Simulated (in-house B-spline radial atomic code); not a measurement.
Successive ionisation energies of strontium; each step leads to the configuration of the next row (after the last: [He] 2s2 2p4). Dirac energy differences include first-order Breit, QED and recoil terms. NIST's values go from ground level to ground level; the uncertainty of those that are theory runs from under 0.1 % in few-electron ions to several per cent in heavy many-electron ones. Computed with a radial B-spline atomic code at the basis-set limit: Dirac-Hartree-Fock, average of the configuration, finite nuclei.

| ion | configuration | ionisation energy (eV) | tabulated value (eV) | tabulated kind | computed minus tabulated (eV) | highest orbital | largest mean radius (bohr) |
| --- | --- | --- | --- | --- | --- | --- | --- |
| Sr12+ | [Ar] 3d8 | 411.3 | 408 | tabulated theory | 3 | 3d5/2 | 0.48241 |
| Sr13+ | [Ar] 3d7 | 458.0 | 454 | tabulated theory | 4 | 3d5/2 | 0.47619 |
| Sr14+ | [Ar] 3d6 | 506.4 | 499 | tabulated theory | 7 | 3d5/2 | 0.47003 |
| Sr15+ | [Ar] 3d5 | 556.5 | 562 | tabulated theory | -6 | 3d5/2 | 0.46396 |
| Sr16+ | [Ar] 3d4 | 608.2 | 612 | tabulated theory | -4 | 3d5/2 | 0.45819 |
| Sr17+ | [Ar] 3d3 | 661.5 | 665 | tabulated theory | -3 | 3d5/2 | 0.4534 |
| Sr18+ | [Ar] 3d2 | 716.5 | 722 | tabulated theory | -6 | 3d5/2 | 0.44865 |
| Sr19+ | [Ar] 3d1 | 773.1 | 774 | tabulated theory | -1 | 3d5/2 | 0.44394 |
| Sr20+ | [Ne] 3s2 3p6 | 936.4 | 932 | semi-empirical | 4 | 3p3/2 | 0.43927 |
| Sr21+ | [Ne] 3s2 3p5 | 989.2 | 982.1 | semi-empirical | 7 | 3p3/2 | 0.43558 |
| Sr22+ | [Ne] 3s2 3p4 | 1042.8 | 1038 | semi-empirical | 5 | 3p3/2 | 0.43196 |
| Sr23+ | [Ne] 3s2 3p3 | 1097.4 | 1105 | semi-empirical | -8 | 3p3/2 | 0.42839 |
| Sr24+ | [Ne] 3s2 3p2 | 1152.9 | 1165 | semi-empirical | -12 | 3p3/2 | 0.42489 |
| Sr25+ | [Ne] 3s2 3p1 | 1209.2 | 1211 | semi-empirical | -2 | 3p3/2 | 0.42145 |
| Sr26+ | [Ne] 3s2 | 1327.9 | 1333.4 | semi-empirical | -5 | 3s1/2 | 0.41806 |
| Sr27+ | [Ne] 3s1 | 1386.4 | 1387.19 | semi-empirical | -1 | 3s1/2 | 0.41429 |
| Sr28+ | [He] 2s2 2p6 | 3363.6 | 3344.7 | semi-empirical | 19 | 2p3/2 | 0.16831 |
| Sr29+ | [He] 2s2 2p5 | 3521.9 | 3497 | semi-empirical | 25 | 2p3/2 | 0.16688 |

Problem. Where is the largest jump?

Solution. From Sr27+ to Sr28+, by a factor of 2.43 (1386.4 to 3363.6 eV); the highest orbital goes from 3s1/2 to 2p3/2.

Where a p, d or f electron is removed, the computed value is a mean over both j, so it misses the tabulated one by a part of the spin-orbit splitting; averaging over terms and missing correlation add to the gap, relatively most at low charge.
